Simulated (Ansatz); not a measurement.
C2H6O2Si, SMILES `OC1CO[SiH2]1`. Total charge 0; spin multiplicity 1. Geometry: relaxed with PBE0-D4/def2-TZVP. It is one conformer, not always the lowest.

```xyz
11

O    -1.150   -0.803   -1.174
C    -0.524   -0.496    0.056
C     0.999   -0.721   -0.047
O     1.533    0.587    0.268
Si    0.029    1.287    0.416
H    -2.063   -0.510   -1.137
H    -0.967   -1.060    0.885
H     1.390   -1.454    0.664
H     1.271   -1.013   -1.064
H    -0.217    1.883    1.758
H    -0.302    2.301   -0.624
```

(1) What is the dipole moment at PBE/def2-TZVPP? (An estimate is asked.)

(2) And with r2SCAN, B3LYP, ωB97M-V? (An estimate is asked.)

(3) Give the Mulliken charges with PBE, r2SCAN, B3LYP in def2-TZVPP. (Estimate.)

## Answers

(1) Ansatz gave: 2.19 D, with components (-2.06, -0.26, 0.70) D in this frame, pointing from negative to positive charge.

(2) Ansatz gave: r2SCAN 2.24 D, B3LYP 2.32 D, ωB97M-V 2.31 D.

(3) Ansatz gave: 
| atom | PBE | r2SCAN | B3LYP |
| --- | --- | --- | --- |
| O1 | -0.30 | -0.35 | -0.33 |
| C2 | -0.07 | -0.06 | -0.07 |
| C3 | 0.07 | 0.18 | 0.08 |
| O4 | -0.35 | -0.43 | -0.42 |
| Si5 | 0.40 | 0.52 | 0.49 |
| H6 | 0.19 | 0.20 | 0.19 |
| H7 | 0.07 | 0.05 | 0.08 |
| H8 | 0.07 | 0.03 | 0.08 |
| H9 | 0.08 | 0.05 | 0.09 |
| H10 | -0.09 | -0.10 | -0.09 |
| H11 | -0.08 | -0.09 | -0.09 |

B3LYP here is the variant with VWN-RPA as its local correlation; programs differ in this.
